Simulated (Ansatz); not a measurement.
Species: Al2, charge 0, triplet. Al2 (SMILES [Al][Al], triplet).
B3LYP-D3(BJ)/def2-TZVP minimum from Ansatz (a quantum-chemistry and plane-wave program):
```
Al
Al 1 2.7553
```
Charge 0, spin multiplicity 3.

Total energies in cc-pV(Q+d)Z, 6 correlated electrons, 10 frozen orbitals. Open shells are spin-unrestricted; no spin-orbit coupling. Correlated methods leave the cores frozen. No relativity. The UHF reference of Al2 ([Al][Al], triplet) is spin-contaminated (<S^2> up to 0.04 over the pure value in the sets run).

```tsv
method	program	energy (Eh)	minus CCSDT(Q) (mEh)
HF	Ansatz	-483.79051	130.84
MP2	Ansatz	-483.88711	34.25
CCSD	Ansatz	-483.91234	9.01
CCSD(T)	Ansatz	-483.91929	2.07
CCSDT(Q)	Ansatz	-483.92135	0.00
```

Rough core times of Ansatz's runs on a shared machine: CCSD(T) 3 min, CCSDT(Q) 10 min.
